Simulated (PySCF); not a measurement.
GaCl, SMILES [Cl][Ga] (connectivity only; charge and spin as stated), neutral, multiplicity 1. Heavy atoms are numbered as in [Ga:1][Cl:2].

Coordinates come from a PBE-D3(BJ)/def2-TZVP optimisation.

Calculation: M06-2X/def2-TZVPD run with PySCF.

Mulliken values depend strongly on the basis, most of all with diffuse functions as here. ESP charges are fitted to the potential on shells at 1.4 to 2.0 van der Waals radii. Atomic charges (e), one atom of each kind:

| atom | ESP fit | Mulliken | meta-Löwdin |
|---|---|---|---|
| Ga1 | (withheld) | 0.36 | 0.38 |
| Cl2 | (withheld) | -0.36 | -0.38 |

Problem. Some entries are withheld; supply them. (Estimate from the structure and the level; the computed values follow.)

Solution. 
- Ga1, ESP fit: 0.26
- Cl2, ESP fit: -0.26
